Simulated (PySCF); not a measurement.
In(Br)(Me)(OH) (CH4BrInO), SMILES [CH3][In]([OH])[Br].

Geometry: r2SCAN-D4/def2-SVP. The structure was generated by enumeration; whether it is a known compound was not checked. The def2 effective core potentials stand for the cores of In; spin–orbit coupling is left out. The values are those of a single conformer.

Two levels are set side by side: TDDFT-PBE/def2-SVPD (PySCF) and TDDFT-M06-2X/def2-SVPD (PySCF). Vertical, same geometry. The lowest singlet is HOMO→LUMO 95 % with PBE and HOMO→LUMO 84 % with the other functional; states are paired by order. Differences are taken from unrounded values.

| quantity | TDDFT-M06-2X |
|---|---|
| lowest singlet excitation (eV) | 5.65 |
| lowest triplet excitation (TDA) (eV) | 5.14 |
| first bright state (f over 0.05) (eV) | 5.65 |
| its oscillator strength | 0.07 |

Task: What does TDDFT-PBE give, and how far is it from TDDFT-M06-2X? (The exact figures need the calculation; the answer reports its results.)

Result: 
```csv
quantity,TDDFT-PBE,TDDFT-PBE minus TDDFT-M06-2X
lowest singlet excitation (eV),4.52,-1.13
lowest triplet excitation (TDA) (eV),4.16,-0.98
first bright state (f over 0.05) (eV),5.89,0.24
its oscillator strength,0.24,0.17
```

Functionals without exact exchange tend to place singlet excitations lower, as here. Differences between two approximate levels are no errors against the true value.

Rough cost on one machine, each run with all the roots and properties that it gave: TDDFT-M06-2X against TDDFT-PBE about 10 times.
